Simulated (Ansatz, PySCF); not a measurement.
Stretching the Ge1–H2 bond in GeH4 (SMILES [GeH4]) (multiplicity 1 held, fragments rigid). Energies count from the point at 1.536 Å.
Geometry at that point (charge 0, multiplicity 1):
```xyz
5

Ge     0.0000     0.0000     0.0000
H     -0.6159    -0.8821    -1.0960
H      0.5733    -0.8907     1.1121
H     -1.0824     0.9183     0.5865
H      1.1249     0.8545    -0.6025
```

U- levels take the lowest unrestricted solution at each point, which mixes spins at long bonds. Active spaces are followed from a long bond inwards. Curves can end on different states.

Frozen-core correlation. Filled d and f shells under p-block atoms count as core. Rows in 3-21G, LANL2DZ carry no dispersion term and start afresh at each structure; the Pople sets are all-electron and without relativity. LANL2DZ brings its own core potentials from Na on.

Codes used: Ansatz (Gaussian basis) for Hartree–Fock, density functionals and correlated methods; PySCF for 3-21G rows, LANL2DZ rows. Each number belongs to the level named beside it.

Other levels give for the energy at R = 4.915 Å: U-PBE/cc-pVTZ 359.6; U-B3LYP/cc-pVTZ 370.3; U-wB97X-V/cc-pVTZ 379.0; FIC-MRCISD+Q on CASSCF(2,2)/cc-pVTZ 369.4 kJ/mol.

Common cheap choices:

| level | energy at R = 4.915 Å (kJ/mol) |
|---|---|
| R-HF/3-21G | 727.6 |
| U-HF/LANL2DZ | 280.1 |
| R-B3LYP/LANL2DZ | 540.0 |
| U-B3LYP/LANL2DZ | 367.6 |

Doubts at one or more of the structures used: a restricted determinant that unrestricted orbitals would lower (R-HF/3-21G); a spin-contaminated determinant (U-HF/LANL2DZ, U-B3LYP/LANL2DZ, U-PBE/cc-pVTZ, U-B3LYP/cc-pVTZ, U-wB97X-V/cc-pVTZ).

Ansatz is a program for electronic structure.
